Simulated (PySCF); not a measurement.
## Electron correlation in Kr²⁺ (krypton, charge +2)

[Ar] 3d10 4s2 4p4, high-spin 3P determinant. All numbers are calculated (PySCF 2.14, no relativity, point nucleus, in def2-QZVPPD (12s8p5d4f1g, 98 functions)). Frozen: [Ar] 3d10; 6 electrons correlated.

```csv
level,correlation energy (mhartree)
CCSD,-139.54
(T),-3.82
CCSD(T),-143.36
```

Diagnostics: T1 = 0.0069, D1 = 0.0215, largest double amplitude 0.037.

Cost of the coupled-cluster step: about 11 core-seconds, for 6 correlated electrons.

Iterations:

```
CC2 = 0
CCSD nocc = (np.int64(4), np.int64(2)), nmo = (84, 84)
frozen orbitals [[0, 1, 2, 3, 4, 5, 6, 7, 8, 9, 10, 11, 12, 13], [0, 1, 2, 3, 4, 5, 6, 7, 8, 9, 10, 11, 12, 13]]
max_cycle = 100
direct = 0
conv_tol = 1e-08
conv_tol_normt = 1e-06
diis_space = 8
diis_start_cycle = 0
Init t2, MP2 energy = -0.12058375016926
Init E_corr(UCCSD) = -0.120583750169597
cycle = 1  E_corr(UCCSD) = -0.135215884880345  dE = -0.0146321347  norm(t1,t2) = 0.0347608
cycle = 2  E_corr(UCCSD) = -0.138286152334602  dE = -0.00307026745  norm(t1,t2) = 0.0107285
cycle = 3  E_corr(UCCSD) = -0.139575593039385  dE = -0.0012894407  norm(t1,t2) = 0.00401775
cycle = 4  E_corr(UCCSD) = -0.139536618898831  dE = 3.89741406e-05  norm(t1,t2) = 0.000401061
cycle = 5  E_corr(UCCSD) = -0.139536704648057  dE = -8.57492257e-08  norm(t1,t2) = 5.04823e-05
cycle = 6  E_corr(UCCSD) = -0.139537109212427  dE = -4.0456437e-07  norm(t1,t2) = 1.00107e-05
cycle = 7  E_corr(UCCSD) = -0.139537125802203  dE = -1.65897767e-08  norm(t1,t2) = 2.0583e-06
cycle = 8  E_corr(UCCSD) = -0.139537128939269  dE = -3.13706541e-09  norm(t1,t2) = 4.15815e-07
UCCSD converged
E(UCCSD) = -2750.86034200735  E_corr = -0.1395371289392686
UCCSD(T) correction = -0.00381675215599319
```
